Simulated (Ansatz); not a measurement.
Ge₆Bi⁺, 7 atoms. Hardware: 4 threads of Arm Neoverse V1 on a shared host.

In the def2 sets Bi takes a core potential; there is no spin–orbit coupling. Correlated methods freeze 58 core orbitals; core or outer-core shells of Bi, Ge are correlated, in sets that lack core-valence functions.

Problem. How many basis functions does each of these Ansatz runs have, and roughly what does it cost? PBE0-D4/def2-SVP, charge 1 singlet, energy, from earlier orbitals; PBE-D4/def2-SVP, charge 1 singlet, energy, from earlier orbitals; RPA@PBE/def2-SVP, charge 1 singlet, energy, from earlier orbitals; revPBE-D4/def2-TZVP, charge 1 singlet, energy, from earlier orbitals; B97M-V/def2-TZVP, charge 1 singlet, energy, from earlier orbitals; MP2/def2-SVP, charge 1 singlet, energy, from earlier orbitals; r2SCAN-D4/def2-TZVP, charge 1 singlet, energy, from earlier orbitals; BLYP-D4/def2-TZVP, charge 1 singlet, energy, from earlier orbitals; PBE0-D4/def2-TZVP, charge 1 singlet, energy, from earlier orbitals; PBE-D4/def2-TZVP, charge 1 singlet, energy and forces, from earlier orbitals; PBE-D4/def2-SVP, charge 1 singlet, relaxation, 5 steps.

Solution. Other jobs shared the machine, so times can vary by a factor of up to 3. A dash marks memory too small to be measured apart from the calling script's.

```csv
run,functions,fitting or Cholesky vectors,wall time,peak host memory (GiB)
"PBE-D4/def2-SVP, charge 1 singlet, energy, from earlier orbitals",218,2382,6 s,–
"revPBE-D4/def2-TZVP, charge 1 singlet, energy, from earlier orbitals",338,2508,14 s,1
"BLYP-D4/def2-TZVP, charge 1 singlet, energy, from earlier orbitals",338,2508,15 s,1
"PBE-D4/def2-TZVP, charge 1 singlet, energy and forces, from earlier orbitals",338,2508,15 s,1
"PBE0-D4/def2-SVP, charge 1 singlet, energy, from earlier orbitals",218,2229,16 s,1
"RPA@PBE/def2-SVP, charge 1 singlet, energy, from earlier orbitals",218,2229,18 s,0.84
"MP2/def2-SVP, charge 1 singlet, energy, from earlier orbitals",218,2229,20 s,1.1
"PBE-D4/def2-SVP, charge 1 singlet, relaxation, 5 steps",218,2382,24 s,–
"r2SCAN-D4/def2-TZVP, charge 1 singlet, energy, from earlier orbitals",338,2508,29 s,1.1
"B97M-V/def2-TZVP, charge 1 singlet, energy, from earlier orbitals",338,2508,47 s,1.2
"PBE0-D4/def2-TZVP, charge 1 singlet, energy, from earlier orbitals",338,2434,51 s,1.9
```
